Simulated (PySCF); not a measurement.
**From computed data to an observable: entropy of an ideal gas**

C₃HClF₂, SMILES ClC(=C=CF)F.

Coordinates come from a B3LYP-D3(BJ)/def2-SVP optimisation. The structure was generated by enumeration; whether it is a known compound was not checked.

PySCF 2.14.0 with B3LYP-D3(BJ)/def2-SVP gives the harmonic wavenumbers 104, 129, 281, 366, 496, 520, 584, 728, 882, 1054, 1153, 1285, 1488, 2097, 3168 cm⁻¹ and the rotational temperatures 0.2742, 0.0667, 0.0561 K. The molar mass is 110.49 g/mol, the symmetry number 1, the spin multiplicity 1.

Task: Work out the entropy at 298.15 K and 1 atm in the rigid-rotor, harmonic-oscillator model.

Result: 
Translation (Sackur–Tetrode at 1 atm): S = R[1.5 ln M + 2.5 ln T − 1.16487] = 167.4 J/(mol K).
Rotation: q = (√π/σ) T^1.5/√(θA θB θC) = 285000, S = R[ln q + 3/2] = 116.9 J/(mol K).
Vibration: with u = 1.4388 ν/T, each mode gives R[u/(e^u − 1) − ln(1 − e^−u)]:
```json
[
 {"ν (cm⁻¹)": "104", "modes": "1", "u": "0.50", "S (J/(mol K))": "14.13"},
 {"ν (cm⁻¹)": "129", "modes": "1", "u": "0.62", "S (J/(mol K))": "12.39"},
 {"ν (cm⁻¹)": "281", "modes": "1", "u": "1.36", "S (J/(mol K))": "6.39"},
 {"ν (cm⁻¹)": "366", "modes": "1", "u": "1.77", "S (J/(mol K))": "4.59"},
 {"ν (cm⁻¹)": "496", "modes": "1", "u": "2.39", "S (J/(mol K))": "2.80"},
 {"ν (cm⁻¹)": "520", "modes": "1", "u": "2.51", "S (J/(mol K))": "2.55"},
 {"ν (cm⁻¹)": "584", "modes": "1", "u": "2.82", "S (J/(mol K))": "2.00"},
 {"ν (cm⁻¹)": "728", "modes": "1", "u": "3.51", "S (J/(mol K))": "1.15"},
 {"ν (cm⁻¹)": "882", "modes": "1", "u": "4.26", "S (J/(mol K))": "0.63"},
 {"ν (cm⁻¹)": "1054", "modes": "1", "u": "5.09", "S (J/(mol K))": "0.31"},
 {"ν (cm⁻¹)": "1153", "modes": "1", "u": "5.56", "S (J/(mol K))": "0.21"},
 {"ν (cm⁻¹)": "1285", "modes": "1", "u": "6.20", "S (J/(mol K))": "0.12"},
 {"ν (cm⁻¹)": "1488", "modes": "1", "u": "7.18", "S (J/(mol K))": "0.05"}
]
```
The stiffer modes add less than 0.005 each. Sum 47.3 J/(mol K).
Spin: R ln 1 = 0.0 J/(mol K).
Total 331.7 J/(mol K); the program's own thermochemistry gives 331.7. Translation makes up 50 % and vibration 14 %. Anharmonicity, hindered rotation and orbital degeneracy are left out.
